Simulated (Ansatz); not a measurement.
An input meant for FeCl₃ (charge 0, sextet).

```yaml
crystal:
  periodic: [true, true, true]
  atoms:
    - {symbol: Fe, position_ang: [-0.000392, 0.000023, 0.009079]}
    - {symbol: Cl, position_ang: [2.143849, -0.026627, 0.020101]}
    - {symbol: Cl, position_ang: [-1.048663, 1.870618, -0.016819]}
    - {symbol: Cl, position_ang: [-1.094804, -1.844013, -0.012361]}
basis:
  gaussian: {orbitals: def2-mTZVP}
magnetization: {spin_polarized: true, initial_magnetization: 5}
hamiltonian: {xc: {name: wPBEh}}
scf: {omitted_lower_state_checks: [starts]}
output: {forces: true}
```

```sh
$ ansatz run in.yaml --threads 4 --pin off --events-out ev --progress --plain --max-ram 3916MiB
```

Shortened log:

```
Error: YAML parse error: error: line 2 column 3: crystal: missing field `lattice` (a structure is typed as `lattice` and `atoms`, a molecule's as `atoms` in Å alone, or read from a run's directory, `checkpoint`)
 --> <input>:2:3
1 | crystal:
2 |   periodic: [true, true, true]
3 |   atoms:
4 |     - {symbol: Fe, position_ang: [-0.000392, 0.000023, 0.009079]}
```

Problem. Something in this input is off. What?

Solution. The species is marked periodic without a cell. The program refused the input.
